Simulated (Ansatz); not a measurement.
Bonds to the group Y in Y-Bi(OH)2. Isolated molecules, 0 K electronic values unless said otherwise. Each species was relaxed from one start; no search for lower structures was made at this level. In the def2 sets, heavy atoms carry core potentials. Strings in code marks are SMILES.

Quantity: electronic energy of homolysis of the metal–ligand bond (relaxed doublet parts, no counterpoise, zero-point or spin–orbit term), in kcal/mol.

Fragment left after the loss: `[OH][Bi][OH]` (H–O–Bi–O torsion -74°, O–Bi–O–H torsion -22°) (neutral, multiplicity 2). Bound species: trifluoromethyl: `[OH][Bi]([OH])[C](F)(F)F` (H–O–Bi–O torsion 59°, O–Bi–O–H torsion -57°) (neutral, multiplicity 1), with this geometry (Å):

```xyz
9

O     -1.7300     1.1655    -0.6443
Bi    -0.6689    -0.4940    -1.3227
O     -1.1400    -1.8636     0.1752
C      1.1875     0.2099    -0.0891
F      2.1313    -0.7281     0.0204
F      0.7777     0.5087     1.1620
F      1.7621     1.3078    -0.5869
H     -1.4360     1.4198     0.2412
H     -0.8836    -1.5260     1.0442
```

### Question
Estimate the electronic energy of homolysis of the metal–ligand bond (relaxed doublet parts, no counterpoise, zero-point or spin–orbit term) that PBE-D3(BJ)/def2-TZVP // PBE0-D3(BJ)/def2-SVP (Ansatz, an electronic-structure program) returns for this input.

### Answer
54.8 kcal/mol.
